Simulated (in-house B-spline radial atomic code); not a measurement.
Configurations of I, with energies counted from [Kr] 4d10 5s2 5p5. Computed with an all-electron radial atomic-structure program (B-spline basis): Dirac-Hartree-Fock, average of configuration, Fermi nucleus of rms radius 4.75 fm. Energies include first-order Breit, QED and recoil terms.

Occupations are held fixed; configurations that lie above the ionisation limit could autoionise.

| configuration | E - E(ref) (eV) | highest orbital | its <r> (bohr) |
| --- | --- | --- | --- |
| [Kr] 4d10 5s1 5p5 5f1 | 22.336 | 5f5/2 | 31.42 |
| [Kr] 4d9 5s2 5p6 | 46.203 | 5p3/2 | 2.39 |
| [Kr] 4d9 5s2 5p5 9s1 | 57.182 | 9s1/2 | 38.71 |
| [Ar] 3d9 4s2 4p6 4d10 4f1 5s2 5p5 | 631.93 | 4f5/2 | 17.96 |
| [Ar] 3d9 4s2 4p6 4d10 5s2 5p5 8s1 | 631.96 | 8s1/2 | 24.91 |
| [Ar] 3d9 4s2 4p6 4d10 5s2 5p5 6g1 | 632.41 | 6g9/2 | 44 |

(1) Order these further configurations by energy, lowest first.
A. [Kr] 4d10 5s2 5p4 6f1
B. [Kr] 4d9 5s2 5p5 8s1
C. [Kr] 4d10 5s2 5p4 8d1
D. [Kr] 4d10 5s1 5p5 5d1
E. [Kr] 4d9 4f1 5s2 5p5

(2) How far above the reference does [Kr] 4d10 5s2 5p4 9s1 lie?

## Answers

(1) C (9.8613 eV), A (9.8913 eV), D (21.12 eV), E (56.859 eV), B (56.888 eV).

(2) 9.7471 eV; its least bound orbital is 9s1/2 with <r> = 39.15 bohr.
